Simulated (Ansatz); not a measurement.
Compare A (`FC1C=C1[SiH3]`) with its isomer B (`CC1=C[SiH]1F`).

Isolated molecules relaxed with PBE0-D4/def2-TZVP in Ansatz; ΔE leaves out vibrations. CCSD(T)/CBS adds triple-zeta CCSD(T) − MP2 to the extrapolated MP2 energy (def2 sets, frozen cores). Functionals use def2-TZVPP. B3LYP here is the variant with VWN-RPA as its local correlation; programs differ in this.

A:

```xyz
10

F     1.7279    1.7228   -0.2156
C     1.1255    0.6448   -0.8417
C     1.3385   -0.6772   -0.2990
C     0.1598   -0.1595   -0.0610
Si   -1.5114   -0.2214    0.7158
H     1.0089    0.8773   -1.8967
H     2.0191   -1.5001   -0.1492
H    -1.6300    0.8964    1.6836
H    -1.7016   -1.5190    1.4104
H    -2.5366   -0.0642   -0.3466
```

B:

Z-matrix (Å, degrees):
```
C
C 1 1.478
H 1 1.093 2 110.5
H 1 1.093 2 110.1 3 117.4
H 1 1.093 2 112.0 3 -121.6
C 2 1.350 1 135.9 3 123.9
Si 2 1.788 1 156.9 3 -59.6
H 6 1.085 2 133.4 1 -0.1
F 7 1.598 2 122.5 1 -72.2
H 7 1.474 2 126.1 1 75.6
```

Task: Which isomer does CCSD(T)/CBS put lower? Give the gap. (Estimate.)

Result: The calculation gave: B, by 264.0 kJ/mol.

Task: Give E(B) − E(A) in kJ/mol with PBE0-D4, ωB97M-V, PBE-D4, MP2/def2-TZVPP, r2SCAN-D4, CCSD(T)/def2-TZVPP, B3LYP. (Estimate.)

Result: The calculation gave: PBE0-D4 -252.8, ωB97M-V -258.3, PBE-D4 -245.2, MP2/def2-TZVPP -267.6, r2SCAN-D4 -258.8, CCSD(T)/def2-TZVPP -259.3, B3LYP -251.4. None reverses the order clearly.

Largest T1 diagnostic: 0.012.

From PBE to PBE0 (25 % exact exchange), in def2-TZVPP and without D4, E(B) − E(A) moves by −7.8 kJ/mol.
